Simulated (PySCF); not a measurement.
# What a mistake does to a calculation on AlBH6NSi cation

These are calculations, not measurements. They come from PySCF 2.14.0, an open-source quantum chemistry program, on an isolated molecule that a program drew, which may never have been made. The molecule is AlBH6NSi cation (charge +1, singlet), drawn as the SMILES string `[AlH2][B+]N[SiH3]`.

Each row is a Hartree-Fock (HF) and frozen-core CCSD(T) single point in the cc-pV(D+d)Z basis, meant for a local HF minimum. Run 1 is clean. Each other run has one planted mistake out of seven kinds, and not every kind appears here: one electron removed, one electron added, multiplicity raised by two, geometry at a saddle point, minimal basis STO-3G, one bond length entered in bohr, all coordinates scaled. The reference is restricted for singlets and unrestricted otherwise, and also for a bond in bohr. Adding or removing an electron swaps singlet and doublet. Electrons count all cores. HOMO and LUMO are orbital energies over both spins, the gradient is its largest component, and the lowest frequency (negative if imaginary) is given only where the gradient is small. Bond lengths are over the 9 bonds as drawn. T1 is the CCSD diagnostic: over 0.02 (restricted) or 0.045 (unrestricted) a single reference is doubtful.

Geometry of the clean run:
```xyz
10
AlBH6NSi cation, angstrom
Al   -2.8916    0.8920    0.3038
B    -0.7908    0.2641    0.6276
N     0.4573   -0.1062    0.8372
Si    1.3265   -0.2753    2.4565
H    -3.2771    0.9231   -1.2036
H    -3.6342    1.1984    1.6371
H     1.0099   -0.3254    0.0151
H     1.7336   -1.6804    2.5376
H     0.2982    0.0997    3.4343
H     2.4524    0.6604    2.3961
```

| run | electrons | basis functions | <S^2> | HOMO (eV) | LUMO (eV) | gradient (hartree/bohr) | lowest frequency (cm^-1) | mean bond (Å) | longest bond (Å) | T1 | HF (hartree) | CCSD(T) (hartree) | mistake |
|---|---|---|---|---|---|---|---|---|---|---|---|---|---|
| 1 | 44 | 104 | 0.000 | -16.48 | -4.00 | 4.4e-05 | 84 | 1.5451 | 2.216 | 0.0144 | -613.27431 | -613.72894 | no fault |
| 2 | 45 | 104 | 0.759 | -5.03 | 1.89 | 7.4e-02 | - | 1.5451 | 2.216 | 0.0146 | -613.43964 | -613.91021 | one electron added |
| 3 | 44 | 104 | 0.000 | -16.68 | -4.03 | 4.6e-02 | - | 1.4910 | 2.139 | 0.0134 | -613.26250 | -613.71292 | all coordinates scaled |
| 4 | 44 | 104 | 0.872 | -13.14 | -4.30 | 1.1e-02 | - | 1.6990 | 2.941 | 0.0452 | -613.17642 | -613.61791 | ? |

**Which mistake was planted in run 4, and what did it cost?**

The mean bond changes by a factor of 1.100 and the longest by 1.327, so the molecule wasn't scaled as a whole. A length L in bohr read as angstrom grows by (1/0.5292 - 1) L = 0.890 L. The 9 bonds together grew by 9 x 0.1539 = 1.385 Å, which gives L = 1.557 Å. That is the length of one of the Al-H bonds, 1.556 Å in the clean geometry. So the mistake is: one bond length entered in bohr. Subtracting run 1 and multiplying by 627.51 kcal/mol a hartree, the energy moved by 61.4 kcal/mol in HF and 69.7 kcal/mol in CCSD(T).

Cautions from the logs. Run 4: T1 is over the limit, so its CCSD(T) energy is less reliable.
